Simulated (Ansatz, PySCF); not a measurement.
Molecule: CH5O3Si, net charge 0, doublet state. It need not be the lowest isomer of its formula. SMILES: O[Si](O)(C)[O]
Geometry from a B3LYP-D3(BJ)/def2-TZVP (Ansatz, a first-principles code) optimisation:
```
Si
O 1 1.6352
H 2 0.9600 1 117.68
O 1 1.6352 2 102.73 3 166.74
H 4 0.9600 1 117.65 2 -165.61
O 1 1.6611 2 113.69 3 43.54
C 1 1.8703 2 113.62 3 -70.06
H 7 1.0898 1 112.04 2 -177.40
H 7 1.0898 8 108.64 1 124.32
H 7 1.0941 8 108.65 9 118.05
```
Charge 0, spin multiplicity 2.

Quantity: atomisation energy (electronic, to ground-state atoms), in kcal/mol. Cores are frozen in the correlated levels unless marked. UHF or UKS for open shells. No spin-orbit coupling. No relativistic terms. The coupled-cluster limit lacks core correlation, which all-electron functionals hold. CBS(X,Y): correlation extrapolated as X^-3; Hartree-Fock from the larger set. The bracket is a focal-point correction in the basis named.

| level | program | atomisation energy (kcal/mol) |
|---|---|---|
| HF-D4/def2-TZVPD | PySCF + dftd4 | ? |
| PBE-D4/def2-TZVPD | Ansatz + dftd4 | 944.9 |
| BHLYP-D3(BJ)/def2-TZVPD | Ansatz + dftd3 | 896.2 |
| B2GP-PLYP-D3(BJ)/def2-TZVPD | Ansatz + dftd3 | ? |
| CCSD/STO-3G | Ansatz | 784.6 |
| RI-MP2/CBS(cc-pV(T+d)Z,cc-pV(Q+d)Z)+[CCSD(T)-MP2]/cc-pV(T+d)Z | Ansatz | ? |

### Question
Fill in the missing entries.

### Answer

- HF-D4/def2-TZVPD, atomisation energy (kcal/mol): 684.2
- B2GP-PLYP-D3(BJ)/def2-TZVPD, atomisation energy (kcal/mol): 917.8
- RI-MP2/CBS(cc-pV(T+d)Z,cc-pV(Q+d)Z)+[CCSD(T)-MP2]/cc-pV(T+d)Z, atomisation energy (kcal/mol): 934.8
